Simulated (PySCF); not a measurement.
A structure optimised at PBE-D3(BJ)/def2-SVP, used in a PySCF frequency run:

```xyz
12

C     -0.5193    -2.9445     0.0000
N      0.2761    -1.7461     0.0000
C     -0.3230    -0.6032     0.0000
B      0.5141     0.7212     0.0000
F      1.8453     0.7071     0.0000
C     -0.2241     2.1574     0.0000
O     -1.4466     2.2397     0.0000
H     -1.6240    -2.7747     0.0000
H     -0.2408    -3.5603    -0.8831
H     -0.2408    -3.5603     0.8831
H     -1.4422    -0.5309     0.0000
H      0.4088     3.1037     0.0000
```

**Question.** Write its SMILES, formula and point group.

**Answer.** C/N=C/B(F)C=O, C3H5BFNO, Cs

**Question.** What are its rotational constants (standard atomic weights)?

**Answer.** 4.4603, 1.4570, 1.1058 GHz
